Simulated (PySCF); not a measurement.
All values below come from TPSSh-D3(BJ)/def2-TZVP run with PySCF. Isolated molecules, 0 K electronic values unless said otherwise. One relaxed conformer stands for a flexible species; it need not be the lowest. Delta-SCF ions had no search for a lower state. Excitations are Tamm–Dancoff values on a coarser integration grid. The basis has no diffuse functions, so Rydberg states are missing or too high.

Reference species (SMILES): `[OH][AlH][OH]` (H–O–Al–O torsion 0°, O–Al–O–H torsion 1°) (neutral, multiplicity 1).

```
Quantity                                   Value
--------------------------------------  --------
HOMO                                    -8.12 eV
S1 excitation (TDA)                      7.04 eV
vertical ionisation energy (Delta-SCF)  11.16 eV
```

Changed species: `[OH][AlH2]` (1 of 3 H replaced by OH; the reference has 2 of 3 H replaced by OH).

Q: Give the shifts of the HOMO, S1 excitation (TDA) and vertical ionisation energy (Delta-SCF).

A: the HOMO goes up by 0.77 eV, to -7.35 eV; the S1 excitation (TDA) drops by 1.38 eV, to 5.66 eV; the vertical ionisation energy (Delta-SCF) falls by 0.88 eV, to 10.28 eV.
